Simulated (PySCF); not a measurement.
Al(F)(OH)(SMe) (CH4AlFOS), SMILES C[S][Al]([OH])[F]. Heavy atoms are numbered as in [Al:1]([F:2])([OH:3])[S:5][CH3:6]. Hydrogens are named by the atom that carries them.

Coordinates come from a PBE-D3(BJ)/def2-SVP optimisation. One conformer was computed; it need not be the lowest.

These are PySCF with KT2/pcSseg-1 values and carry that method's errors.

GIAO shieldings, no solvent; atoms alike by connectivity are averaged. δ = σ(ref) − σ: ¹⁹F against CFCl3 (σ = 127.1 ppm); ¹⁷O against H2O (σ = 330.4 ppm); ¹H against TMS (σ = 31.47 ppm); ³³S against H2S (σ = 723.0 ppm); ¹³C against TMS (σ = 185.1 ppm), references at their B3LYP-D3(BJ)/def2-TZVP geometries, non-relativistic.

```json
[
 {"atoms": "F2", "nucleus": "¹⁹F", "count": "1", "δ (ppm)": "?"},
 {"atoms": "O3 (OH)", "nucleus": "¹⁷O", "count": "1", "δ (ppm)": "28.7"},
 {"atoms": "H on C6", "nucleus": "¹H", "count": "3", "δ (ppm)": "?"},
 {"atoms": "H on O3", "nucleus": "¹H", "count": "1", "δ (ppm)": "2.07"},
 {"atoms": "S5", "nucleus": "³³S", "count": "1", "δ (ppm)": "?"},
 {"atoms": "C6 (CH3)", "nucleus": "¹³C", "count": "1", "δ (ppm)": "16.3"}
]
```

Q: Some entries are withheld; supply them. (Estimate from the structure and the level; the computed values follow.)

A: 
- H on C6, δ (ppm): 2.84
- F2, δ (ppm): -193.2
- S5, δ (ppm): 2.3
